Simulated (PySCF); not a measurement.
A side-by-side comparison of computed properties.

First species: C₆H₁₀.
Atom-mapped SMILES: `[CH:1]#[C:2][C:3]([CH3:4])([CH3:5])[CH3:6]` (hydrogens: H7 on C1; H8, H9, H10 on C4; H11, H12, H13 on C5; H14, H15, H16 on C6)

Second species: C7H7N3.
SMILES: `C#CC1=C(C)N=NC(C)=N1`

Levels: PBE0/pcSseg-1 for dipole moment, HOMO energy, LUMO energy and HOMO–LUMO gap; GFN2-xTB for rotational constant A and rotational constant C. Geometries: GFN2-xTB. All species are isolated and taken at one optimised geometry, non-relativistic unless stated. Electronic properties by PySCF.

| property | column X | column Y |
| --- | --- | --- |
| dipole moment | 0.71 D | 2.96 D |
| HOMO energy | -7.68 eV | -6.77 eV |
| LUMO energy | 1.40 eV | -2.37 eV |
| HOMO–LUMO gap | 9.08 eV | 4.40 eV |
| rotational constant A | 4.567 GHz | 2.378 GHz |
| rotational constant C | 2.731 GHz | 0.781 GHz |

Q: Which column belongs to which species?

A: Column X is the first species and column Y the second. The first has 16 atoms and 46 electrons, the second 17 and 70.

Q: How does each property change from the first species to the second?

A: dipole moment +2.25 D; HOMO energy +0.91 eV; LUMO energy -3.77 eV; HOMO–LUMO gap -4.68 eV; rotational constant A -2.189 GHz; rotational constant C -1.950 GHz.

On the first: The dipole equals about 2.4 × 10⁻³⁰ C·m (1 D = 3.33564 × 10⁻³⁰ C·m). Point group C3v permits a dipole; with 0.71 D the species has a pure rotational spectrum.

On the second: The dipole equals about 9.9 × 10⁻³⁰ C·m (1 D = 3.33564 × 10⁻³⁰ C·m).
